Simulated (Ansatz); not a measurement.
## One elementary step

Start structure (BH₃BrClO₂, closed shell), relaxed at PBE0-D4/def2-TZVP:

B1  (0.011, -0.885, -0.222)
Cl2  (0.540, 0.326, -1.446)
O3  (0.902, -1.410, 0.638)
O4  (-1.275, -1.273, -0.167)
H5  (0.113, 2.215, 0.150)
Br6  (-0.243, 2.945, 1.323)
H7  (1.793, -1.073, 0.534)
H8  (-1.842, -0.844, -0.810)
(Å)

The step: BH₂ClO₂ ([OH][B]([OH])[Cl]) + HBr → BH₂BrO₂ ([OH][B]([OH])[Br]) + HCl; bonds formed: B1–Br6, Cl2–H5; bonds broken: B1–Cl2, H5–Br6. Ansatz 0.2.0; basis: def2-TZVPP and def2-QZVPP; cores frozen in the correlated methods. Filled d shells of the heavier atoms are correlated. The def2 sets are not built for correlating such inner shells, so the correlated values are less sure here. Extrapolation: Hartree–Fock as exp(−7.88 √X), correlation as X^−2.97. Energies below are by CCSD(T) at an estimated basis limit (MP2 extrapolated from triple and quadruple zeta, plus CCSD(T) − MP2 in triple zeta).

Question: What are the electronic barrier and the energy of the step, from the start structure to the end structure? (An estimate is asked for; the value comes from the calculation.)

Answer: Computed: Barrier 1.358 eV; step energy 0.057 eV (uphill); reverse barrier, their difference, 1.300 eV. Barrier and step energy count from the start structure, the reverse barrier from the end structure.

The saddle point: One imaginary mode of 665i cm⁻¹.
| pair | start (Å) | saddle (Å) | end (Å) |
| --- | --- | --- | --- |
| B1–Br6 | 4.14 | 2.36 | 1.97 |
| Cl2–H5 | 2.51 | 1.52 | 1.29 |
| B1–Cl2 | 1.80 | 2.14 | 4.03 |
| H5–Br6 | 1.43 | 1.72 | 2.57 |

Zero-point energy (harmonic, PBE0-D4): ZPE is 1.159 eV at the start and 1.078 eV at the saddle, so the barrier goes from 1.358 to 1.277 eV.

The T1 diagnostic stays at or below 0.011.

Labels in which every atom is bracketed show which atoms are joined, not bond orders.

For scale, one of the runs: CCSD(T)/def2-TZVPP, 225 basis functions, launched by `ansatz run in.yaml --threads 8 --pin off --events-out ev --progress --plain --max-ram 19148MiB`. The run took 20 s on 8 CPU threads of an Intel Xeon 6975P-C (shared host), with 4.2 GiB of host memory at its peak.
